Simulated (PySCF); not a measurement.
PySCF input:

```python
from pyscf import gto, scf, dft

mol = gto.M(
    atom='''
    Si    1.11070745   -0.00724270    0.10703146
    O    -0.41832094    0.33328254   -0.41023062
    C    -1.59103498   -0.33933816    0.02089691
    H     1.11970240   -0.14546652    1.59686309
    H     1.94797200    1.14224590   -0.32341083
    H    -2.45056569    0.26334925   -0.27129757
    H    -1.60203762   -0.46724288    1.10787261
    H    -1.67219812   -1.32171944   -0.45200438
    ''',
    basis='def2-tzvpd',
    charge=0,
    spin=1,
    verbose=4,
)

mf = dft.UKS(mol, xc='m062x').density_fit(auxbasis='def2-universal-jkfit')
mf.grids.level = 4
mf.conv_tol = 1e-9
mf.max_cycle = 100
mf.max_memory = 1500
mf.kernel()
if not mf.converged:
    mf = mf.newton()
    mf.kernel(mf.make_rdm1())
for _ in range(2):
    mo, _, stable, _ = mf.stability(return_status=True)
    if stable:
        break
    mf.kernel(mf.make_rdm1(mo, mf.mo_occ))
mf.analyze()
```

Q: What final total energy does it print?

A: -405.78209 Eh (M06-2X/def2-TZVPD).

It need not be the lowest isomer of its formula.
